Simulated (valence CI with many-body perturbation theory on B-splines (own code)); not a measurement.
**Which ion has this spectrum?**

A relativistic CI+MBPT calculation for an atom or ion with 22 electrons gives these levels (cm⁻¹):

```
J  Parity        E     g
0    even        0      
1    even   929947  1.49
4    even  1035996  1.05
2    even  1076782  1.17
3    even  1105627  1.09
2    even  1937496  1.32
0    even  1940395      
4    even  1963497  1.13
3    even  1984888  1.18
5    even  2011524  1.08
6    even  2035078  1.06
1    even  2071875  1.03
3    even  2090515  1.04
4    even  2096709  1.02
```

The energies are calculated, and their last digits are not significant.

Problem. Which is it?
A. Hg58+
B. Bi61+
C. Tl59+
D. At63+

Solution. B. Bi61+, ground level (3d3/2^4) J=0.
